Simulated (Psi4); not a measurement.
C2H7NZn (SMILES C[N](C)[ZnH]), singlet, at a GFN2-xTB geometry (such geometries of metal compounds can be far from the true shape); Psi4 with PBE/def2-SV(P).

Here is a job for Psi4.
```
memory 2 GB

molecule mol {
0 1
Zn   -1.049150    0.134384   -0.198300
H    -2.527903    0.255848   -0.321305
N     0.718689   -0.105956    0.185954
C     1.611056    0.932376    0.651482
C     1.459785   -1.310393   -0.116623
H     2.135098    0.613454    1.564155
H     2.376505    1.176264   -0.101091
H     1.049634    1.839823    0.878493
H     2.218471   -1.134917   -0.894733
H     1.982997   -1.679156    0.777484
H     0.783833   -2.093040   -0.464835
}

set {
  basis def2-sv(p)
  reference rks
}

energy('pbe')
print_variables()
```

The log (banner, timings and long lists left out):

```
   => Loading Basis Set <=

    Name: DEF2-SV(P)
    Role: ORBITAL
    Keyword: BASIS

         ---------------------------------------------------------
                                   SCF
               by Justin Turney, Rob Parrish, Andy Simmonett
                          and Daniel G. A. Smith
                              RKS Reference
         ---------------------------------------------------------

  ==> Geometry <==

    Molecular point group: c1
    Full point group: C1

    Geometry (in Angstrom), charge = 0, multiplicity = 1:

       Center              X                  Y                   Z               Mass
    ------------   -----------------  -----------------  -----------------  -----------------
         ZN          -0.938348418344     0.120240834197    -0.178063717659    63.929142010000
         H           -2.417101418344     0.241704834197    -0.301068717659     1.007825032230
         N            0.829490581656    -0.120099165803     0.206190282341    14.003074004430
         C            1.721857581656     0.918232834197     0.671718282341    12.000000000000
         C            1.570586581656    -1.324536165803    -0.096386717659    12.000000000000
         H            2.245899581656     0.599310834197     1.584391282341     1.007825032230
         H            2.487306581656     1.162120834197    -0.080854717659     1.007825032230
         H            1.160435581656     1.825679834197     0.898729282341     1.007825032230
         H            2.329272581656    -1.149060165803    -0.874496717659     1.007825032230
         H            2.093798581656    -1.693299165803     0.797720282341     1.007825032230
         H            0.894634581656    -2.107183165803    -0.444598717659     1.007825032230

  Running in c1 symmetry.

  Rotational constants: A =      0.32521  B =      0.09852  C =      0.07788 [cm^-1]
  Rotational constants: A =   9749.52816  B =   2953.62063  C =   2334.88062 [MHz]
  Nuclear repulsion =  245.653965797098266

  Charge       = 0
  Multiplicity = 1
  Electrons    = 56
  Nalpha       = 28
  Nbeta        = 28

  ==> Algorithm <==

  SCF Algorithm Type is DF.
  DIIS enabled.
  MOM disabled.
  Fractional occupation disabled.
  Guess Type is SAD.
  Energy threshold   = 1.00e-06
  Density threshold  = 1.00e-06
  Integral threshold = 1.00e-12

  ==> Primary Basis <==

  Basis Set: DEF2-SV(P)
    Blend: DEF2-SV(P)
    Number of shells: 42
    Number of basis functions: 80
    Number of Cartesian functions: 85
    Spherical Harmonics?: true
    Max angular momentum: 2

  ==> DFT Potential <==

   => LibXC <=

    Version 7.1.2
    S. Lehtola, C. Steigemann, M. J. T. Oliveira, and M. A. L. Marques,  SoftwareX 7, 1–5 (2018) (10.1016/j.softx.2017.11.002)

   => Composite Functional: PBE <=

    PBE GGA Exchange-Correlation Functional

    J.P. Perdew et. al., Phys. Rev. Lett., 77(18), 3865-3868, 1996

    Deriv               =              1
    GGA                 =           TRUE
    Meta                =          FALSE

    Exchange Hybrid     =          FALSE
    MP2 Hybrid          =          FALSE

   => Exchange Functionals <=

    1.0000     XC_GGA_X_PBE

   => Correlation Functionals <=

    1.0000     XC_GGA_C_PBE

   => LibXC Density Thresholds  <==

    XC_GGA_C_PBE:  1.00E-12
    XC_GGA_X_PBE:  1.00E-15

   => Molecular Quadrature <=

    Radial Scheme          =       TREUTLER
    Pruning Scheme         =           NONE
    Nuclear Scheme         =       TREUTLER

    Blocking Scheme        =         OCTREE
    BS radius alpha        =              1
    Pruning alpha          =              1
    Radial Points          =             75
    Spherical Points       =            302
    Total Points           =         236618
    Total Blocks           =           1784
    Max Points             =            256
    Max Functions          =             78
    Weights Tolerance      =       1.00E-15

   => Loading Basis Set <=

    Name: (DEF2-SV(P) AUX)
[...]
    Mask sparsity (%):       0.8125
    Fitting Condition:        1E-10

   => Auxiliary Basis Set <=

  Basis Set: (DEF2-SV(P) AUX)
    Blend: DEF2-UNIVERSAL-JKFIT
    Number of shells: 175
    Number of basis functions: 617
    Number of Cartesian functions: 788
    Spherical Harmonics?: true
    Max angular momentum: 6

  Minimum eigenvalue in the overlap matrix is 7.8162757010E-03.
  Reciprocal condition number of the overlap matrix is 1.3287682725E-03.
    Using symmetric orthogonalization.

  ==> Pre-Iterations <==

  SCF Guess: Superposition of Atomic Densities via on-the-fly atomic UHF (no occupation information).

   -------------------------
    Irrep   Nso     Nmo
   -------------------------
     A         80      80
   -------------------------
    Total      80      80
   -------------------------

  ==> Iterations <==

                           Total Energy        Delta E     RMS |[F,P]|

   @DF-RKS iter SAD: -1910.58293101622280   -1.91058e+03   0.00000e+00
   @DF-RKS iter   1: -1911.50779826392750   -9.24867e-01   2.98891e-02 DIIS/ADIIS
   @DF-RKS iter   2: -1869.41532210167020    4.20925e+01   6.94367e-02 DIIS/ADIIS
   @DF-RKS iter   3: -1911.62253644282646   -4.22072e+01   2.26691e-02 DIIS/ADIIS
   @DF-RKS iter   4: -1912.99533743114694   -1.37280e+00   1.47546e-02 DIIS/ADIIS
   @DF-RKS iter   5: -1913.63632896093668   -6.40992e-01   5.96114e-03 DIIS/ADIIS
   @DF-RKS iter   6: -1913.69920100692752   -6.28720e-02   1.61864e-03 DIIS/ADIIS
   @DF-RKS iter   7: -1913.70553943143591   -6.33842e-03   6.76210e-04 DIIS/ADIIS
   @DF-RKS iter   8: -1913.70685655768534   -1.31713e-03   2.20227e-04 DIIS/ADIIS
   @DF-RKS iter   9: -1913.70695062026812   -9.40626e-05   5.66179e-05 DIIS
   @DF-RKS iter  10: -1913.70695579270455   -5.17244e-06   8.41971e-06 DIIS
   @DF-RKS iter  11: -1913.70695591786989   -1.25165e-07   2.01771e-06 DIIS
   @DF-RKS iter  12: -1913.70695592609536   -8.22547e-09   7.24529e-07 DIIS
  Energy and wave function converged.

  ==> Post-Iterations <==

   Electrons on quadrature grid:
      Ntotal   =   56.0000263011 ; deviation = 2.630e-05

    Orbital Energies [Eh]
    ---------------------

    Doubly Occupied:

[...]
      28A     -0.151390

    Virtual:

[...]
      80A      2.954605

    Final Occupation by Irrep:
              A
    DOCC [    28 ]
    NA   [    28 ]
    NB   [    28 ]

  @DF-RKS Final Energy: -1913.70695592609536

   => Energetics <=

    Nuclear Repulsion Energy =            245.6539657970982660
    One-Electron Energy =               -3151.4024479939798766
    Two-Electron Energy =                1083.0448815959023250
    DFT Exchange-Correlation Energy =     -91.0033553251162175
    Empirical Dispersion Energy =           0.0000000000000000
    VV10 Nonlocal Energy =                  0.0000000000000000
    Total Energy =                      -1913.7069559260953611

Computation Completed

Properties will be evaluated at   0.000000,   0.000000,   0.000000 [a0]

Properties computed using the SCF density matrix

 Multipole Moments:

 ------------------------------------------------------------------------------------
     Multipole            Electronic (a.u.)      Nuclear  (a.u.)        Total (a.u.)
 ------------------------------------------------------------------------------------

 L = 1.  Multiply by 2.5417464519 to convert [e a0] to [Debye]
 Dipole X            :        -11.7259586           11.7255476           -0.0004110
 Dipole Y            :          1.5364035           -1.4966920            0.0397115
 Dipole Z            :         -2.2429660            2.1414978           -0.1014682
 Magnitude           :                                                    0.1089632

 ------------------------------------------------------------------------------------

  Variable Map:
  ----------------------------------------------------------------------------
[...]
  Array Variable Map:
  ----------------------------------------------------------------------------
[...]
[...]
```
